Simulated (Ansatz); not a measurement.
One geometry of the cluster In₉P₈⁺, several levels of theory.

```yaml
crystal:
  periodic: [false, false, false]
  atoms:
    - {symbol: In, position_ang: [-2.395534, -0.338900, -2.330743]}
    - {symbol: In, position_ang: [-1.261141, 3.687154, 1.220990]}
    - {symbol: In, position_ang: [3.172928, -1.469277, -0.904270]}
    - {symbol: In, position_ang: [0.410201, 1.217921, 2.881028]}
    - {symbol: In, position_ang: [0.914746, -1.891543, 1.815341]}
    - {symbol: In, position_ang: [-3.907023, 2.364796, -2.781583]}
    - {symbol: In, position_ang: [0.828576, -4.102922, -0.906910]}
    - {symbol: In, position_ang: [1.432118, 0.087223, -3.116859]}
    - {symbol: In, position_ang: [-2.082030, -0.438976, 1.056190]}
    - {symbol: P, position_ang: [-1.050784, -1.178177, 3.225087]}
    - {symbol: P, position_ang: [2.763580, 0.223287, 1.611436]}
    - {symbol: P, position_ang: [-2.963036, 1.745098, -0.077068]}
    - {symbol: P, position_ang: [0.247676, 1.001818, -0.194625]}
    - {symbol: P, position_ang: [-0.149336, -1.090463, -0.854003]}
    - {symbol: P, position_ang: [2.757873, -3.317455, 0.993576]}
    - {symbol: P, position_ang: [2.496540, 1.262998, -0.231512]}
    - {symbol: P, position_ang: [-1.215366, 2.237396, -1.406065]}
basis:
  gaussian: {orbitals: def2-SVP, initial_orbitals: start.molden}
total_charge: 1
hamiltonian: {xc: pbe0, dispersion: d4}
scf: {omitted_lower_state_checks: [starts]}
output: {orbitals: {seedname: orbitals}}
```

The file start.molden holds the orbitals of an earlier run on this structure, at another level or in another basis.

```sh
$ ansatz run in.yaml --threads 2 --pin off --events-out ev --progress --plain --max-ram 32768MiB --backend cuda --devices 0, --max-vram 18GiB
```

Shortened log:

```
Functional definition: PBE0
4315 factors; integrals over basis functions are off by at most 9.7e-4 eV
mean field evaluation 1: about -120829.9105 eV, gradient 6.2e1 eV
mean field evaluation 2: about -120830.5212 eV, gradient 1.1e0 eV
mean field evaluation 4: about -120830.5484 eV, gradient 1.1e-1 eV
mean field evaluation 8: about -120830.5485 eV, gradient 2.2e-5 eV
mean field -120830.54845526 eV, -4440.4407538436 hartree, gradient 2.2e-5 eV, S^2 0.000000; 0 other end points of the search recorded, 0 dependent functions left out
reference -120830.54850671 eV, -4440.4407557341 hartree; 154, 154 occupied and 224, 224 virtual orbitals, 4315 factors
Total energy: -120832.81494426 eV, -4440.5240457780 hartree
Checks for a lower state left out: starts
```

It took 9.5 s on 2 threads of AMD EPYC 7R13 on a shared host and a share (18 GiB) of an NVIDIA H100 80GB HBM3, peak host memory 1.1 GiB.

As the first input, with `hamiltonian: {xc: pbe, dispersion: d4}` (abridged; 7 s):

```
Functional definition: PBE
mean field -120826.10765107 eV, -4440.2775572996 hartree, gradient 1.9e-5 eV, S^2 0.000000
Total energy: -120828.62440324 eV, -4440.3700462360 hartree
Checks for a lower state left out: starts
```

The first input with `hamiltonian: {xc: pbe}`, `correlation: {method: rpa}` and without the key `output` (abridged; 20 s):

```
Functional definition: PBE
mean field -120826.10761360 eV, -4440.2775559227 hartree, gradient 5.9e-6 eV, S^2 0.000000
76 core orbitals not correlated: weight in the atoms' cores, before any rotation towards them, 1.000 or more for the frozen orbitals, at most 0.000 for the correlated occupied ones
Total energy: -120562.28533232 eV, -4430.5822659107 hartree
Checks for a lower state left out: starts
```

As the first input, with `gaussian: {orbitals: def2-TZVP, fitting: {mean_field: def2-universal-jkfit}, initial_orbitals: start.molden}` (abridged; 13 s):

```
Functional definition: PBE0
mean field -120856.99237236 eV, -4441.4125498724 hartree, gradient 1.8e-5 eV, S^2 0.000000
Total energy: -120859.25887022 eV, -4441.4958421326 hartree
Checks for a lower state left out: starts
```

The first input with `gaussian: {orbitals: def2-TZVP, fitting: {mean_field: def2-universal-jkfit}, initial_orbitals: start.molden}`, `hamiltonian: {xc: r2scan, dispersion: d4}` (abridged; 13 s):

```
Functional definition: r2SCAN
mean field -120897.06765954 eV, -4442.8852895125 hartree, gradient 3.8e-5 eV, S^2 0.000000
Total energy: -120897.65936664 eV, -4442.9070343473 hartree
Checks for a lower state left out: starts
```

The first input with `gaussian: {orbitals: def2-TZVP, fitting: {mean_field: def2-universal-jkfit}, initial_orbitals: start.molden}`, `hamiltonian: {xc: pbe, dispersion: d4}`, `output: {forces: true, orbitals: {seedname: orbitals}}` (abridged; 14 s):

```
Functional definition: PBE
mean field -120852.97412380 eV, -4441.2648819615 hartree, gradient 4.1e-5 eV, S^2 0.000000
Total energy: -120855.49088939 eV, -4441.3573713911 hartree
Atom 0 force     0.065926     0.051284     0.102761 eV/Å
Atom 1 force    -0.037168    -0.077281    -0.060157 eV/Å
Atom 2 force    -0.080655     0.010476     0.117109 eV/Å
Atom 3 force     0.000581    -0.145194    -0.085800 eV/Å
Atom 4 force     0.002820     0.030887     0.017319 eV/Å
Atom 5 force     0.074418    -0.036157     0.075027 eV/Å
Atom 6 force     0.066260     0.051804     0.073263 eV/Å
Atom 7 force    -0.012289    -0.017512     0.093226 eV/Å
Atom 8 force     0.120681     0.068103     0.018323 eV/Å
Atom 9 force     0.093690     0.060172    -0.218700 eV/Å
Atom 10 force    -0.138541     0.134219    -0.243493 eV/Å
Atom 11 force     0.277422     0.004409    -0.148085 eV/Å
Atom 12 force     0.038707    -0.090867    -0.158378 eV/Å
Atom 13 force    -0.012383     0.256157     0.031985 eV/Å
Atom 14 force    -0.167516     0.149525    -0.102491 eV/Å
Atom 15 force    -0.138943    -0.255797     0.215560 eV/Å
Atom 16 force    -0.153009    -0.194228     0.272531 eV/Å
Dipole moment:    -0.789691     0.466210    -1.094475 e Å
Checks for a lower state left out: starts
```

As the first input, with `gaussian: {orbitals: def2-TZVP, fitting: {mean_field: def2-universal-jkfit}, initial_orbitals: start.molden}`, `hamiltonian: {xc: lda}` (abridged; 11 s):

```
Functional definition: SPW92
mean field -120538.91776645 eV, -4429.7235237040 hartree, gradient 2.4e-5 eV, S^2 0.000000
Total energy: -120538.91784326 eV, -4429.7235265267 hartree
Checks for a lower state left out: starts
```

Geometry: PBE-D4/def2-SVP.

In the def2 sets In takes a core potential; there is no spin–orbit coupling. Correlated methods freeze 76 core orbitals; core or outer-core shells of In are correlated, in sets that lack core-valence functions. Single mean-field runs in def2-TZVP are fitted with def2-universal-jkfit. The restricted singlet is unstable towards broken spin symmetry in Hartree–Fock (as tested in another run); at PBE0-D4/def2-SVP, PBE-D4/def2-SVP, PBE0-D4/def2-TZVP, r2SCAN-D4/def2-TZVP and others this wasn't settled. Another isomer (singlet) lies 2.11 eV lower at PBE0-D4/def2-TZVP; other spin states weren't run for this one.
